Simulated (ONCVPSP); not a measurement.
## Hg (Z = 80), ONCV: configuration errors across variants

| Property | Result |
| --- | --- |
| Element | mercury (Hg) |
| Generator | ONCVPSP 4.0.1 |
| Type | optimised norm-conserving Vanderbilt (ONCV) |
| Functional | PBEsol |
| Relativity | scalar-relativistic |
| Frozen core | [Kr] 4d10 4f14 |
| Valence charge | 20 |
| Reference configuration | 5s2 5p6 5d10 6s2 |
| Partial waves | 5s+6s: rc 1.65 bohr, ncon 4, nbas 7, qcut 9.6 1/bohr, 2 projectors; 5p: rc 1.70 bohr, ncon 4, nbas 7, qcut 10.1 1/bohr, 2 projectors, debl 1.8 Ha; 5d: rc 1.50 bohr, ncon 4, nbas 8, qcut 6.7 1/bohr, 3 projectors, debl 2.9 Ha; f scattering state at 0.2 Ha: rc 1.85 bohr, ncon 4, nbas 8, qcut 6.8 1/bohr, 2 projectors, debl 0.7 Ha |
| Local potential | polynomial inside 1.25 bohr (lpopt 3, dvloc0 -1 Ha) |
| Core correction | none |

In the p channel the program set the typed energies aside and used -2.445, 0.250 Ha.

All-electron excitation energies from the reference (eV): (1) 5s2 5p6 5d10 6s1 10.741; (2) 5s2 5p6 5d10 6s0 29.746; (3) 5s2 5p6 5d9 6s0 65.300; (4) 5s1 5p6 5d10 6s2 125.608.

1 further variants failed, have other tests or too few solved ones, and are left out.

A true bound ghost makes a file unfit for plane-wave use even where its test errors are small: the radial tests pick states by their node count and pass the ghost by.

Errors AE − PS in meV (a dash: test not solved or not reliable):

| change | (1) | (2) | (3) | (4) | bound ghosts | GHOST(+) flags above zero |
| --- | --- | --- | --- | --- | --- | --- |
| base | -4.6 | -15 | -23 | -370 | none | s |
| f: rc 1.58 | -4.6 | -15 | -23 | -370 | f | s, f |
| f: rc 1.72 | -4.6 | -15 | -23 | -370 | none | s, f |
| f: rc 1.96 | -4.6 | -15 | -23 | -370 | none | s |
| f: rc 2.16 | -4.6 | -15 | -23 | -370 | none | s, f |
| f: rc 2.48 | -4.6 | -15 | -23 | -370 | none | s |

(1) Give the same row for: f: rc 2.68.

## Answers

(1) -4.6, -15, -23, -370; bound ghosts: none; GHOST(+) flags above zero: s.
